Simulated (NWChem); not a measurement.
**Atomisation of F₂Ge**

```xyz
3

Ge     0.0000     0.0000    -0.4166
F      1.3203     0.0000     0.7406
F     -1.3203     0.0000     0.7406
```
Charge 0, spin multiplicity 1.

The numbers come from NWChem runs, not from measurements. Structure: optimised with B3LYP/def2-SVP, a minimum by its harmonic frequencies.

Basis set: def2-TZVP. The atomisation energy is electronic alone: no zero-point, thermal, spin-orbit or counterpoise terms. No value is extrapolated to the basis-set limit. Free atoms are single determinants with multiplicities Ge 3, F 2. Correlated methods freeze the same cores in atoms and molecule, 11 orbitals in all.

Costs are rough ratios of processor time within this set of runs, SCF included, with HF as 1. Costs are the molecule's.

The Hamiltonian is non-relativistic. B3LYP has NWChem's definition, with VWN1-RPA local correlation. GW and range-separated runs recompute their integrals, the others keep them in memory, which bears on the times. The structure started from a generated list of species. No SCF solution was tested for a lower state. Open-shell Hartree-Fock references start from PBE0 orbitals; any time given for them includes that run.

| method | atomisation energy (kcal/mol) | relative cost |
|---|---|---|
| LC-wPBE (omega 0.3 per bohr) | 260.6 | 10 |
| MP2 | 264.3 | 4 |
| BHandHLYP | … | under 3 |
| HF | … | 1 |
| PBE0 | 251.0 | under 3 |
| B3LYP | 254.6 | under 3 |
| r2SCAN | … | under 3 |
| PBE | 267.2 | under 3 |

Fill in the missing entries.


- BHandHLYP, atomisation energy (kcal/mol): 236.2
- HF, atomisation energy (kcal/mol): 169.4
- r2SCAN, atomisation energy (kcal/mol): 258.0
